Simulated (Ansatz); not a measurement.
Molecule: SF$_{2}$, charge 1, multiplicity 2. 
Coordinates optimised at B3LYP-D3(BJ)/def2-TZVP (Ansatz, an electronic-structure program):
```xyz
3

F     -1.1805    -0.4466     0.0001
S      0.0011     0.5051    -0.0100
F      1.1786    -0.4513     0.0176
```
Charge +1, spin multiplicity 2.

Basis-set convergence of Hartree-Fock and CCSD correlation energies (hartree) with Ansatz. Cores are frozen in the correlated levels unless marked. Open shells are spin-unrestricted. Spin-orbit coupling is left out. No relativistic terms.

| basis | functions | E(HF) | E(corr, CCSD) |
|---|---|---|---|
| aug-cc-pV(D+d)Z | 78 | -596.02881 | -0.54241 |
| aug-cc-pV(T+d)Z | 147 | (withheld) | (withheld) |

Q: Fill in the missing entries.

A: 
- aug-cc-pV(T+d)Z, E(HF): -596.11586
- aug-cc-pV(T+d)Z, E(corr, CCSD): -0.67188
